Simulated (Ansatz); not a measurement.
The cluster ZrO4H4⁺. The state is a doublet with charge 1. Geometry PBE-D4/def2-SVP; atoms count from 1.

```xyz
9

Zr   -0.2774   -0.3050    0.4982
O     0.9596   -0.5453   -2.2684
O     1.2863   -0.4961   -0.9625
O     0.5494    0.3814    2.0351
O    -1.6254    0.8019   -0.1947
H     0.8000    0.9197    2.8083
H    -2.2740    1.5169   -0.3316
H     1.8348   -0.4692   -2.7385
H    -1.2534   -1.8041    1.1541
```

In the def2 sets Zr takes a core potential; there is no spin–orbit coupling. The structure holds one bond between oxygen atoms, so isomers without such links may lie far lower. The structure comes from a short search, and lower isomers may exist.

(1) Estimate the Mulliken populations from the PBE0/def2-TZVP orbitals of Ansatz.

(2) Where does the spin sit?

(3) And the Mayer bond orders between heavy atoms (over 0.3)?

Results:

(1) 
```tsv
atom	charge (e)	spin (α − β)	d electrons
Zr1	1.51	-0.02	1.84
O2	-0.07	0.35	–
O3	-0.23	0.52	–
O4	-0.68	0.00	–
O5	-0.68	0.00	–
H6	0.38	0.00	–
H7	0.38	0.00	–
H8	0.41	-0.01	–
H9	-0.03	0.15	–
```
Mulliken values depend strongly on the basis.

(2) Summed by element: Zr -0.02, O 0.88, H 0.14, of 1 unpaired in all. Largest on single atoms: O3 0.52, O2 0.35, H9 0.15.

(3) Zr1–O3 0.46 (2.15 Å); Zr1–O4 1.15 (1.88 Å); Zr1–O5 1.15 (1.88 Å); O2–O3 1.25 (1.35 Å).
